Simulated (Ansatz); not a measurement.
Molecule: sum formula H₂SiO₃Cl, net charge 0, doublet state. It need not be the lowest isomer of its formula. 
Coordinates optimised at B3LYP-D3(BJ)/def2-TZVP (Ansatz, an electronic-structure program):
SMILES: [O][Si](O)(O)Cl
```xyz
7

Si    -0.0962    -0.1320    -0.3605
Cl     0.4061     0.5507     1.5171
O     -0.6465     1.3154    -0.9294
O      1.1583    -0.7615    -1.1671
O     -1.1888    -1.3263    -0.3339
H      1.9090    -0.1913    -1.3530
H     -2.0495    -1.1438     0.0523
```
Charge 0, spin multiplicity 2.

Basis-set convergence of Hartree-Fock and CCSD(T) correlation energies (hartree) with Ansatz. Valence correlation only, unless marked. UHF or UKS for open shells. Spin-orbit coupling is left out. Non-relativistic.

```csv
basis,functions,E(HF),"E(corr, CCSD(T))"
cc-pV(D+d)Z,98,-974.35831,-0.78873
cc-pV(T+d)Z,196,-974.48588,-1.03219
cc-pV(Q+d)Z,353,-974.51276,-1.11609
cc-pV(5+d)Z,583,-974.51878,-1.14556
```

Extrapolating the two largest sets (X = 4 and 5) as X^-3: E(corr) = (125·(-1.14556) - 64·(-1.11609))/61 = -1.1765 Eh, an estimate of the basis-set limit. The largest set recovers 97.4 % of it, the smallest 67.0 %.
